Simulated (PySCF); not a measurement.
**Working with the constants of SnS⁺**

UHF-CCSD(T) constants of SnS⁺, ²Π (doublet), unpaired electrons π ↑ (basis Sn def2-SVP with ECP28, S def2-SVP; scalar-relativistic core potentials; PySCF 2.14; masses 119.9022 and 31.9721 u):

| Quantity | Value |
| --- | --- |
| ωe | 376.4 cm⁻¹ |
| ωexe | 1.17 cm⁻¹ |
| Be | 0.1149 cm⁻¹ |
| αe | 0.000475 cm⁻¹ |
| D (centrifugal) | 4.28e-08 cm⁻¹ |
| De to Sn⁺ + S | 2.65 eV |

(1) Give the vibrational terms G(v) and spacings up to v = 6.

(2) How well does the Morse estimate ωe²/(4ωexe) reproduce De, and what is D0?

Correlated steps freeze 9 core orbitals. Correlated levels converge slowly with the basis: in double zeta they bind strong bonds too weakly, by up to about 1 eV, and carry superposition errors of some tenths. Spin–orbit coupling is left out, which matters for elements this heavy, above all for dissociation energies. For an ion De counts to the pair picked by the measured ionisation energies or electron affinities, which need not be the lowest pair at this level. The state was picked by a PBE0 search and need not be the measured ground state.

Answers

(1) G(v) = ωe(v+½) − ωexe(v+½)².

```csv
v,G(v) (cm⁻¹),G(v) − G(v−1),Bv (cm⁻¹)
0,188,,0.1147
1,562,374,0.1142
2,934,372,0.1137
3,1303,369,0.1132
4,1670,367,0.1128
5,2035,365,0.1123
6,2397,362,0.1118
```

(2) It gives 3.75 eV, 142 % of the computed De. D0 = De − G(0) = 2.65 − 0.02 = 2.63 eV.
